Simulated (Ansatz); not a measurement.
Consider the isomerisation: `C=[CH][AlH][CH3]` → `[CH3][Al]1[CH2][CH2]1`.

Calculated with Ansatz (gas phase, PBE0-D4/def2-TZVP geometries, no zero-point term in ΔE). CCSD(T)/CBS is the MP2 limit (def2-TZVPP, def2-QZVPP) plus CCSD(T) − MP2 in def2-TZVPP, frozen cores. Functionals use def2-TZVPP. Each species was taken in one conformer, which may not be the lowest.

`C=[CH][AlH][CH3]`:

Z-matrix (Å, degrees):
```
C
Al 1 1.954
H 1 1.092 2 112.4
H 1 1.095 2 111.3 3 -120.9
H 1 1.095 2 111.2 3 120.7
C 2 1.945 1 118.6 3 179.2
H 2 1.592 1 121.6 3 -0.8
C 6 1.336 2 120.8 1 -0.1
H 6 1.091 2 122.8 1 179.9
H 8 1.089 6 121.8 2 -0.0
H 8 1.089 6 123.1 2 180.0
```

`[CH3][Al]1[CH2][CH2]1`:

```xyz
11

C    -0.464   -1.578   -1.510
Al   -0.078   -0.204   -0.192
C     0.475    0.455    1.508
C     0.107    1.582    0.445
H    -1.194   -1.240   -2.248
H    -0.834   -2.494   -1.043
H     0.454   -1.834   -2.049
H     1.516    0.460    1.828
H    -0.175    0.433    2.382
H     0.942    2.220    0.159
H    -0.748    2.199    0.720
```

| level | ΔE (kJ/mol) |
| --- | --- |
| r2SCANh | 62.6 |
| MP2/def2-SVP | 75.5 |

What does CCSD(T)/CBS give? (An estimate is asked.)

Ansatz gave: +76.8 kJ/mol. The listed levels differ from it by -14.2, -1.3 kJ/mol.

Largest T1 diagnostic among the species: 0.011.

In def2-TZVPP, CCSD(T) changes the Hartree–Fock value by −33.3 kJ/mol (the triples alone add −2.0 kJ/mol) and MP2 by −43.6 kJ/mol. At CCSD(T), def2-SVP lies +9.1 kJ/mol from the extrapolated value and def2-TZVPP +1.2 kJ/mol.
